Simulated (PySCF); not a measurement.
## Broadened absorption spectrum of C2H13NOSi3

Compound: C2H13NOSi3.
Atom-mapped SMILES: `[CH3:1][N:2]([CH3:3])[SiH2:4][SiH2:5][O:6][SiH3:7]` (hydrogens: H8, H9, H10 on C1; H11, H12, H13 on C3; H14, H15 on Si4; H16, H17 on Si5; H18, H19, H20 on Si7)

Computed, not measured: TDDFT PBE0/def2-SVPD, vertical, gas phase, core orbitals frozen in the response in PySCF 2.14.0, density-fitted response routines. Isolated species at its PBE0-D3(BJ)/def2-SVP geometry (one conformer only). Torsions of this conformer, `[CH3:1][N:2]([CH3:3])[SiH2:4][SiH2:5][O:6][SiH3:7]`: C1–N2–Si4–Si5 -45°, N2–Si4–Si5–O6 -175°, Si4–Si5–O6–Si7 178°.

Broadening: Gaussians 0.25 eV wide at half height, area fixed by f = 4.319×10⁻⁹ ∫ε dν̃. The cross-section is σ = 3.8235×10⁻²¹ ε cm², given in Mb (10⁻¹⁸ cm²). The width is an assumption, not a result. The curve ends short of the highest state used, and states not computed would add to its high-energy end.

(λ (nm), σ (Mb)): (201.5, 19.20), (204.1, 26.48), (206.7, 24.28), (209.4, 18.32), (212.0, 14.26), (214.6, 10.83), (217.3, 7.09), (219.9, 3.92), (222.5, 1.71), (225.2, 0.54), (227.8, 0.13), (230.4, 0.02), (233.0, 0.00), (235.7, 0.00), (238.3, 0.00), (240.9, 0.00), (243.6, 0.00), (246.2, 0.00), (248.8, 0.00), (251.5, 0.00), (254.1, 0.00), (256.7, 0.01), (259.4, 0.04), (262.0, 0.07), (264.6, 0.11), (267.2, 0.15), (269.9, 0.16), (272.5, 0.14), (275.1, 0.11), (277.8, 0.07), (280.4, 0.04), (283.0, 0.02), (285.7, 0.01), (288.3, 0.00), (290.9, 0.00), (293.6, 0.00)

Question: Where are the band maxima, and which computed states make them?

Answer: 270 nm (4.60 eV), ε about 41, made up of S1 (100%); 205 nm (6.06 eV), ε about 7000, made up of S4 (26%) and S5 (66%) (ε in L mol⁻¹ cm⁻¹; maxima over ε = 5, shares over 10%). The states used: S1 4.60 eV (f 0.0004); S2 5.72 eV (f 0.0097); S3 5.87 eV (f 0.024); S4 6.06 eV (f 0.017); S5 6.08 eV (f 0.044); S6 6.44 eV (f 0.014); S7 6.57 eV (f 0.0028); S8 6.58 eV (f 0.0061); S9 6.73 eV (f 0.0096); S10 6.75 eV (f 0.0033).

Question: Does any computed singlet lie in the visible range?

Answer: No computed singlet lies in the visible range (380 to 750 nm); the lowest, at 270 nm, stands 1.34 eV above its violet end (3.26 eV).

Question: Coming from long wavelengths, where does ε first pass 100 L mol⁻¹ cm⁻¹?

Answer: At about 226 nm (5.49 eV), 0.89 eV above S1.

Question: On this curve, what absorbance would a 10⁻⁴ mol/L sample give at 280 nm over a 1 cm path?

Answer: 280 nm is 4.428 eV, where ε is about 11 L mol⁻¹ cm⁻¹, so A = ε c l ≈ 0.0011 (Beer–Lambert, with the gas-phase spectrum and the assumed width).

All these states lie below the vertical ionisation energy of 8.09 eV (ΔSCF).

Hardware: one thread, Arm Neoverse N1 (aarch64), shared host. Cost: 3.6 min, 1.2 GiB resident at most.
